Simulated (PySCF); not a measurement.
BBr3, charge -1, doublet, geometry from GFN2-xTB (a state made from the parent by changing its charge; the spin is typed, not shown lowest), with bond 3-1 at 2.0 times its length; DF-TPSS/cc-pVDZ (PySCF).

Input for PySCF:
```python
from pyscf import gto, scf, dft

mol = gto.M(
    atom='''
B     0.02149908   -0.02457271   -0.04758981
Br   -1.60547699   -1.16290569   -0.12149488
Br    0.00960370    3.56237469   -1.75841627
Br    1.58685430   -0.60248491    1.03129646
''',
    basis='cc-pvdz',
    charge=-1,
    spin=1,
    verbose=4,
)

mf = dft.UKS(mol)
mf.xc = 'tpss'
mf.DIIS = scf.EDIIS
mf = mf.density_fit(auxbasis='def2-universal-jkfit')
mf.kernel()
mf.analyze()
```

Question: Write the output that PySCF gives for this input, abridged.

Answer: 
```
PySCF version 2.14.0

[INPUT] verbose = 4
[INPUT] num. atoms = 4
[INPUT] num. electrons = 111
[INPUT] charge = -1
[INPUT] spin (= nelec alpha-beta = 2S) = 1
[INPUT] symmetry False subgroup None
[INPUT] Mole.unit = angstrom
[INPUT] Symbol           X                Y                Z      unit          X                Y                Z       unit  Magmom
[...]
nuclear repulsion = 551.660988428636
number of shells = 23
number of NR pGTOs = 257
number of NR cGTOs = 95
basis = cc-pvdz
ecp = {}

******** <class 'pyscf.df.df_jk.DFUKS'> ********
method = DFUKS
initial guess = minao
damping factor = 0
level_shift factor = 0
DIIS = <class 'pyscf.scf.diis.EDIIS'>
diis_start_cycle = 1
diis_space = 8
diis_damp = 0
SCF conv_tol = 1e-09
SCF conv_tol_grad = None
SCF max_cycles = 50
direct_scf = False
number electrons alpha = 56  beta = 55
XC library pyscf.dft.libxc version 7.1.2
    S. Lehtola, C. Steigemann, M. J. T. Oliveira, and M. A. L. Marques,  SoftwareX 7, 1–5 (2018)
XC functionals = tpss
    J. Tao, J. P. Perdew, V. N. Staroverov, and G. E. Scuseria,  Phys. Rev. Lett. 91, 146401 (2003)
    J. P. Perdew, J. Tao, V. N. Staroverov, and G. E. Scuseria,  J. Chem. Phys. 120, 6898 (2004)
    J. Tao, J. P. Perdew, V. N. Staroverov, and G. E. Scuseria,  Phys. Rev. Lett. 91, 146401 (2003)
    J. P. Perdew, J. Tao, V. N. Staroverov, and G. E. Scuseria,  J. Chem. Phys. 120, 6898 (2004)
radial grids:
    Treutler-Ahlrichs [JCP 102, 346 (1995); DOI:10.1063/1.469408] (M4) radial grids

becke partition: Becke, JCP 88, 2547 (1988); DOI:10.1063/1.454033
pruning grids: <function nwchem_prune>
grids dens level: 3
symmetrized grids: False
atomic radii adjust function: <function treutler_atomic_radii_adjust>
small_rho_cutoff = 0
Set gradient conv threshold to 3.16228e-05
tot grids = 75320
init E= -7743.95825303504

cycle= 1 E= -7746.97290422204  delta_E= -3.01  |g|= 0.263  |ddm|= 1.28

cycle= 2 E= -7741.3304565901  delta_E= 5.64  |g|= 1.81  |ddm|= 4.44
cycle= 3 E= -7746.12592030229  delta_E= -4.8  |g|= 1.05  |ddm|= 4.95
cycle= 4 E= -7746.64772758628  delta_E= -0.522  |g|= 0.674  |ddm|= 1.06
cycle= 5 E= -7746.64772760473  delta_E= -1.85e-08  |g|= 0.674  |ddm|= 5.61e-08
cycle= 6 E= -7746.647727612  delta_E= -7.27e-09  |g|= 0.674  |ddm|= 2.21e-08
cycle= 7 E= -7746.64772757049  delta_E= 4.15e-08  |g|= 0.674  |ddm|= 1.26e-07
cycle= 8 E= -7746.64772757802  delta_E= -7.53e-09  |g|= 0.674  |ddm|= 2.28e-08
cycle= 9 E= -7746.64772758596  delta_E= -7.94e-09  |g|= 0.674  |ddm|= 2.41e-08
cycle= 10 E= -7746.64772757584  delta_E= 1.01e-08  |g|= 0.674  |ddm|= 3.07e-08
cycle= 11 E= -7737.16955136262  delta_E= 9.48  |g|= 2.15  |ddm|= 4.52
cycle= 12 E= -7745.00070070286  delta_E= -7.83  |g|= 1.34  |ddm|= 8.16
cycle= 13 E= -7746.15595548366  delta_E= -1.16  |g|= 0.991  |ddm|= 5.29
cycle= 14 E= -7746.1559553902  delta_E= 9.35e-08  |g|= 0.991  |ddm|= 4.66e-07
cycle= 15 E= -7746.1559554848  delta_E= -9.46e-08  |g|= 0.991  |ddm|= 4.72e-07
cycle= 16 E= -7746.15595556359  delta_E= -7.88e-08  |g|= 0.991  |ddm|= 3.93e-07
cycle= 17 E= -7746.15595548494  delta_E= 7.86e-08  |g|= 0.991  |ddm|= 3.92e-07
cycle= 18 E= -7746.15595548551  delta_E= -5.64e-10  |g|= 0.991  |ddm|= 2.78e-09
cycle= 19 E= -7746.15595548479  delta_E= 7.2e-10  |g|= 0.991  |ddm|= 3.57e-09
cycle= 20 E= -7732.03194880602  delta_E= 14.1  |g|= 2.62  |ddm|= 5.13
cycle= 21 E= -7730.59419002382  delta_E= 1.44  |g|= 2.64  |ddm|= 13.2

cycle= 22 E= -7746.25717805413  delta_E= -15.7  |g|= 0.89  |ddm|= 12.7

cycle= 23 E= -7746.25717816714  delta_E= -1.13e-07  |g|= 0.89  |ddm|= 5.86e-07

cycle= 24 E= -7746.25717810907  delta_E= 5.81e-08  |g|= 0.89  |ddm|= 3.01e-07

cycle= 25 E= -7746.25717810488  delta_E= 4.19e-09  |g|= 0.89  |ddm|= 2.17e-08

cycle= 26 E= -7746.25717808127  delta_E= 2.36e-08  |g|= 0.89  |ddm|= 1.23e-07

cycle= 27 E= -7746.25717813154  delta_E= -5.03e-08  |g|= 0.89  |ddm|= 2.61e-07

cycle= 28 E= -7746.25717811401  delta_E= 1.75e-08  |g|= 0.89  |ddm|= 9.1e-08

[...]
SCF not converged.
Total Energy =                       -7726.453946885260848
[...]
spin_pop of  0 B 3py       0.01330
spin_pop of  0 B 3pz       0.02176
spin_pop of  0 B 3dxy      0.00021
spin_pop of  0 B 3dyz      0.00362
spin_pop of  0 B 3dz^2     0.00054
spin_pop of  0 B 3dxz      0.01132
spin_pop of  0 B 3dx2-y2    0.00196
spin_pop of  1 Br 1s       -0.00000
spin_pop of  1 Br 2s        0.00000
spin_pop of  1 Br 3s        0.00001
spin_pop of  1 Br 4s        0.00223
spin_pop of  1 Br 5s        0.00462
spin_pop of  1 Br 2px      -0.00000
spin_pop of  1 Br 2py       0.00000
spin_pop of  1 Br 2pz      -0.00000
spin_pop of  1 Br 3px      -0.00000
spin_pop of  1 Br 3py       0.00000
spin_pop of  1 Br 3pz      -0.00000
spin_pop of  1 Br 4px       0.01107
spin_pop of  1 Br 4py       0.03574
spin_pop of  1 Br 4pz       0.00641
spin_pop of  1 Br 5px       0.00287
spin_pop of  1 Br 5py       0.00063
spin_pop of  1 Br 5pz       0.00115
spin_pop of  1 Br 3dxy     -0.00004
spin_pop of  1 Br 3dyz     -0.00002
spin_pop of  1 Br 3dz^2    -0.00004
spin_pop of  1 Br 3dxz     -0.00003
spin_pop of  1 Br 3dx2-y2   -0.00006
spin_pop of  1 Br 4dxy      0.00288
spin_pop of  1 Br 4dyz      0.00043
spin_pop of  1 Br 4dz^2     0.00067
spin_pop of  1 Br 4dxz      0.00099
spin_pop of  1 Br 4dx2-y2    0.00136
spin_pop of  2 Br 1s        0.00000
spin_pop of  2 Br 2s       -0.00000
spin_pop of  2 Br 3s        0.00000
spin_pop of  2 Br 4s        0.00000
spin_pop of  2 Br 5s        0.00004
spin_pop of  2 Br 2px       0.00000
spin_pop of  2 Br 2py       0.00000
spin_pop of  2 Br 2pz       0.00000
spin_pop of  2 Br 3px      -0.00000
spin_pop of  2 Br 3py      -0.00000
spin_pop of  2 Br 3pz      -0.00000
spin_pop of  2 Br 4px       0.00001
spin_pop of  2 Br 4py       0.00000
spin_pop of  2 Br 4pz       0.00000
spin_pop of  2 Br 5px       0.00000
spin_pop of  2 Br 5py       0.00009
spin_pop of  2 Br 5pz       0.00002
spin_pop of  2 Br 3dxy     -0.00000
spin_pop of  2 Br 3dyz     -0.00000
spin_pop of  2 Br 3dz^2    -0.00000
spin_pop of  2 Br 3dxz     -0.00000
spin_pop of  2 Br 3dx2-y2   -0.00000
spin_pop of  2 Br 4dxy      0.00000
spin_pop of  2 Br 4dyz      0.00000
spin_pop of  2 Br 4dz^2     0.00000
spin_pop of  2 Br 4dxz      0.00000
spin_pop of  2 Br 4dx2-y2    0.00000
spin_pop of  3 Br 1s        0.00000
spin_pop of  3 Br 2s        0.00002
spin_pop of  3 Br 3s        0.00152
spin_pop of  3 Br 4s        0.00014
spin_pop of  3 Br 5s        0.24268
spin_pop of  3 Br 2px       0.00000
spin_pop of  3 Br 2py       0.00000
spin_pop of  3 Br 2pz       0.00000
spin_pop of  3 Br 3px       0.00000
spin_pop of  3 Br 3py      -0.00000
spin_pop of  3 Br 3pz       0.00000
spin_pop of  3 Br 4px       0.00036
spin_pop of  3 Br 4py       0.00108
spin_pop of  3 Br 4pz       0.00061
spin_pop of  3 Br 5px       0.00815
spin_pop of  3 Br 5py       0.00892
spin_pop of  3 Br 5pz      -0.00029
spin_pop of  3 Br 3dxy      0.00000
spin_pop of  3 Br 3dyz      0.00000
spin_pop of  3 Br 3dz^2     0.00000
spin_pop of  3 Br 3dxz      0.00000
spin_pop of  3 Br 3dx2-y2    0.00000
spin_pop of  3 Br 4dxy      0.00046
spin_pop of  3 Br 4dyz      0.02110
spin_pop of  3 Br 4dz^2     0.03276
spin_pop of  3 Br 4dxz      0.16497
spin_pop of  3 Br 4dx2-y2    0.06063
 ** Mulliken Spin Density (per atom)  **
spin density of  0 B =      0.38580
spin density of  1 Br =      0.07090
spin density of  2 Br =      0.00017
spin density of  3 Br =      0.54313
 ** Mulliken pop alpha/beta on meta-lowdin orthogonal AOs **
 ** Mulliken pop       alpha | beta **
In total            56.00000 | 55.00000
 ** Mulliken atomic charges   ( Nelec_alpha | Nelec_beta ) **
charge of  0B =     -4.67304  (     5.02942      4.64362 )
charge of  1Br =     -0.68150  (    17.87620     17.80530 )
charge of  2Br =      6.99517  (    14.00250     14.00233 )
charge of  3Br =     -2.64064  (    19.09188     18.54875 )

WARN: System has nonzero charge -1; the dipole moment is origin-dependent.
Location of origin: [0. 0. 0.]

Dipole moment(X, Y, Z, Debye): -22.63982, 135.67197, -76.10644
```

Convergence was not reached.
